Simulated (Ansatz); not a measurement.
One elementary step

Start structure (SiNH6Br, singlet), relaxed at PBE0-D4/def2-TZVP:

Si1  (-0.803, -0.673, -0.862)
Br2  (0.294, 0.838, -2.108)
H3  (-0.432, -1.990, -1.421)
H4  (-2.236, -0.350, -1.022)
N5  (-0.422, -0.657, 0.795)
H6  (1.764, 1.755, 0.751)
H7  (2.105, 1.976, 1.378)
H8  (-0.741, 0.101, 1.378)
H9  (0.471, -1.001, 1.110)
(Å)

The step: SiNH₄Br ([NH2][SiH2][Br]) + H₂ → SiNH₅ ([NH2][SiH3]) + HBr; bonds formed: Si1–H7, Br2–H6; bonds broken: Si1–Br2, H6–H7. Ansatz 0.2.0; basis: def2-TZVPP and def2-QZVPP; cores frozen in the correlated methods. Filled d shells of the heavier atoms are correlated. The def2 sets are not built for correlating such inner shells, so the correlated values are less sure here. Extrapolation: Hartree–Fock as exp(−7.88 √X), correlation as X^−2.97. Energies below are by CCSD(T) at an estimated basis limit (MP2 extrapolated from triple and quadruple zeta, plus CCSD(T) − MP2 in triple zeta).

Q: What are the electronic barrier and the energy of the step, from the start structure to the end structure? (To be estimated.)

A: The calculation gives: Barrier 208.2 kJ/mol; step energy 89.9 kJ/mol (uphill); reverse barrier, their difference, 118.3 kJ/mol. Barrier and step energy count from the start structure, the reverse barrier from the end structure.

The saddle point: One imaginary mode of 517i cm⁻¹.
```json
{"pair": "Si1–H7", "start (Å)": "4.53", "saddle (Å)": "1.76", "end (Å)": "1.50"}
{"pair": "Br2–H6", "start (Å)": "3.34", "saddle (Å)": "1.97", "end (Å)": "1.43"}
{"pair": "Si1–Br2", "start (Å)": "2.24", "saddle (Å)": "2.71", "end (Å)": "4.26"}
{"pair": "H6–H7", "start (Å)": "0.75", "saddle (Å)": "0.86", "end (Å)": "1.82"}
```

Zero-point energy (harmonic, PBE0-D4): ZPE is 147.0 kJ/mol at the start and 154.9 kJ/mol at the saddle, so the barrier goes from 208.2 to 216.1 kJ/mol.

The T1 diagnostic stays at or below 0.010.

Labels in which every atom is bracketed show which atoms are joined, not bond orders.

For scale, one of the runs: CCSD(T)/def2-TZVPP, 205 basis functions, launched by `ansatz run in.yaml --threads 4 --pin off --events-out ev --progress --plain --max-ram 9574MiB`. The run took 55 s on 4 CPU threads of an Arm Neoverse V2 (shared host), with 2.6 GiB of host memory at its peak.
